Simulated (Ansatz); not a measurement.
Start from `F[SiH2][SiH](F)Br` and change one atom or group to get `C=C[SiH](F)[SiH2]F`.

Ansatz, PBE0-D4/def2-TZVP geometries, multiplicity 1. Each molecule was computed in one conformer, which needn't be the lowest.

Scalar relativity is left out up to krypton. Spin–orbit coupling is left out; it splits and shifts lone-pair levels of the heavy atoms by tenths of an eV.

```
                                          property  `F[SiH2][SiH](F)Br`
               HOMO–LUMO gap (PBE/def2-TZVPP) / eV                 4.81
    size of the dipole moment (PBE/def2-TZVPP) / D                 0.95
                 LUMO energy (PBE/def2-TZVPP) / eV                -2.23
size of the dipole moment (ωB97M-V/def2-TZVPP) / D                 1.11
             LUMO energy (ωB97M-V/def2-TZVPP) / eV                 0.41
                HOMO energy (PBE0/def2-TZVPP) / eV                -8.27
```

Task: Give the same properties after the change, and the shifts. (An estimate is asked.)

Result: Computed: 
```
                                          property  `C=C[SiH](F)[SiH2]F`  shift
               HOMO–LUMO gap (PBE/def2-TZVPP) / eV                  4.57  -0.24
    size of the dipole moment (PBE/def2-TZVPP) / D                  0.89  -0.06
                 LUMO energy (PBE/def2-TZVPP) / eV                 -2.11   0.12
size of the dipole moment (ωB97M-V/def2-TZVPP) / D                  0.94  -0.17
             LUMO energy (ωB97M-V/def2-TZVPP) / eV                  0.61   0.20
                HOMO energy (PBE0/def2-TZVPP) / eV                 -7.82   0.45
```

With PBE0 the HOMO rises by 0.45 eV and the LUMO rises by 0.17 eV, so the gap narrows by about 0.28 eV. PBE moves the HOMO by 0.36 eV and ωB97M-V by 0.45 eV. Dipoles are sizes alone; their direction can turn.
